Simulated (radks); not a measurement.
Task: The mean radii <r> (bohr) of the occupied orbitals of an atom or ion are listed with their occupations. All-electron calculation, non-relativistic Kohn-Sham, PBEsol, spin-unpolarised, spherical densities, point nucleus. Program: a radial shooting solver on a logarithmic mesh with Libxc functionals.

orbital  occ.     <r>
1s          2  0.2301
2s          2   1.174
2p          1   1.139

Name the element and its charge.

Result: Z = 7, nitrogen, charge +2: N2+ in [He] 2s2 2p1. The 1s radius gives Z: for a bare nucleus <r> = 1.5/Z, 0.2143 bohr for Z = 7, and screening makes it slightly larger (0.2301 here). The occupations add up to 5, and the charge is Z minus that.
